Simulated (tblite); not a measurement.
As22H12 (flake arsenene) at step 0 of a GFN2-xTB optimisation (tblite, gas phase), coordinates in Å:

```
  1 As   -0.8918    2.5867   -0.7019
  2 As   -2.6936    3.6268    0.6928
  3 As   -4.4789    2.5862   -0.6993
  4 As   -4.4848    0.5217    0.6935
  5 As   -2.6914   -0.5195   -0.6969
  6 As   -0.9000    0.5168    0.6971
  7 As    6.2784    2.5902   -0.7036
  8 As    4.4879    3.6269    0.7012
  9 As    2.6935    2.5864   -0.7007
 10 As    2.6880    0.5165    0.7013
 11 As    4.4824   -0.5195   -0.7024
 12 As    6.2758    0.5153    0.6997
 13 As   -6.2813   -0.5176   -0.6953
 14 As   -6.2757   -2.5901    0.6970
 15 As   -4.4863   -3.6201   -0.7001
 16 As   -2.6923   -2.5889    0.7060
 17 As    0.8975    3.6261    0.7006
 18 As    0.8960   -0.5217   -0.7013
 19 As    0.8965   -2.5877    0.7022
 20 As    2.6936   -3.6243   -0.6976
 21 As    4.4822   -2.5857    0.7012
 22 As   -0.8976   -3.6237   -0.7005
 23 H    -2.6870    4.8881   -0.1449
 24 H    -5.5789    3.2139    0.1494
 25 H     7.3694    3.2208    0.1518
 26 H     4.4784    4.8826   -0.1490
 27 H     7.3696   -0.1100   -0.1522
 28 H    -7.3691    0.1119    0.1521
 29 H    -7.3679   -3.2188   -0.1535
 30 H    -4.4830   -4.8841    0.1543
 31 H     0.9007    4.8841   -0.1526
 32 H     2.6889   -4.8832    0.1511
 33 H     5.5741   -3.2191   -0.1534
 34 H    -0.8946   -4.8858    0.1546
```

Q: What are the forces on the atoms (eV/Å)?

A: 
```
  1 As   -0.07    0.46    0.81
  2 As   -0.18   -0.48   -0.45
  3 As    0.40    0.06    0.48
  4 As   -0.36    0.17   -0.74
  5 As   -0.05   -0.04    0.58
  6 As    0.02    0.05   -0.56
  7 As   -0.34   -0.20    0.68
  8 As    0.23   -0.51   -0.55
  9 As    0.04    0.44    0.86
 10 As    0.06    0.02   -0.64
 11 As    0.36   -0.18    0.85
 12 As   -0.26    0.46   -0.58
 13 As    0.30   -0.44    0.46
 14 As    0.32    0.21   -0.58
 15 As   -0.21    0.39    0.58
 16 As   -0.04   -0.43   -0.86
 17 As    0.01   -0.42   -0.47
 18 As    0.01   -0.02    0.60
 19 As    0.04   -0.45   -0.84
 20 As    0.21    0.44    0.53
 21 As   -0.43   -0.04   -0.56
 22 As    0.00    0.37    0.52
 23 H     0.02    0.27   -0.19
 24 H    -0.17    0.07    0.11
 25 H     0.16    0.08    0.09
 26 H    -0.01    0.24   -0.15
 27 H     0.16   -0.12   -0.13
 28 H    -0.20    0.13    0.17
 29 H    -0.18   -0.10   -0.11
 30 H     0.01   -0.16    0.09
 31 H     0.00    0.24   -0.15
 32 H    -0.02   -0.24    0.15
 33 H     0.18   -0.07   -0.10
 34 H     0.00   -0.20    0.12
```
